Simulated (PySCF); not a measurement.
## Static response to an electric field

Species: C6H6N2Si.
Numbering: `[CH2:1]=[CH:2][C:3]#[C:4][Si@@H:5]([C:6]#[N:7])[N:8]=[CH2:9]` (hydrogens: H10, H11 on C1; H12 on C2; H13 on Si5; H14, H15 on C9)

Cartesian coordinates in Å at the GFN2-xTB level; atoms count from 1:
```
atom  x, y, z in Å
C1     3.351   -0.210    1.129
C2     2.683    0.655    0.373
C3     1.401    0.399   -0.152
C4     0.307    0.186   -0.627
Si5   -1.399   -0.105   -1.271
C6    -1.698   -1.937   -1.031
N7    -1.849   -3.063   -0.894
N8    -2.744    0.587   -0.446
C9    -2.893    1.327    0.546
H10    2.938   -1.172    1.384
H11    4.329    0.018    1.515
H12    3.103    1.621    0.116
H13   -1.560    0.286   -2.667
H14   -3.898    1.603    0.856
H15   -2.076    1.734    1.149
```

Level: CAM-B3LYP/def2-SVPD (PySCF), static field, nuclei fixed, core orbitals frozen in the response. The polarisability tensor in these axes (au):

```
x   139.69  -1.90  20.34
y    -1.90  99.56   5.22
z    20.34   5.22  90.87
```

Q: Give the principal values, the mean and the anisotropy Δα = √{½[(α1 − α2)² + (α2 − α3)² + (α1 − α3)²]}.

A: Principal values 81.77, 101.30 and 147.06 au; mean 110.04 au = 16.31 Å³ = 18.14 × 10⁻⁴⁰ C²·m²/J; Δα = 58.04 au (53 % of the mean).

Q: What is the dipole moment, and where does it point?

A: (2.42, 4.65, 1.68) D, 5.50 D in size, pointing from the negative to the positive side. Measured along this direction, the outermost atoms are N7 at the negative end and H12 at the positive end.

Q: Rayleigh depolarisation ratio (linearly polarised light, static tensor)?

A: ρ = 3Δα²/(45ᾱ² + 4Δα²) = 10106.4/(544907 + 13475.2) = 0.0181.

Q: Find the Langevin capture rate constant for NH4+ (18.034 u) meeting this molecule (134.030 u), k = 2.342 × 10⁻⁹ cm³/s × √(α in Å³ / reduced mass in u).

A: The reduced mass is 15.90 u, so k = 2.37 × 10⁻⁹ cm³/s. The formula leaves out the permanent dipole, which adds to the capture rate.

Q: In a dilute gas of rigid molecules at 350 K, how does the orientational term μ²/3kT compare with the electronic polarisability?

A: In Gaussian units μ²/3kT = 208.87 Å³ against 16.31 Å³, a ratio of 12.81; the Debye molar polarisation (4π/3)N_A(α + μ²/3kT) is 568.0 cm³/mol, leaving out the vibrational part.

Geometry: GFN2-xTB, one conformer, isolated molecule.
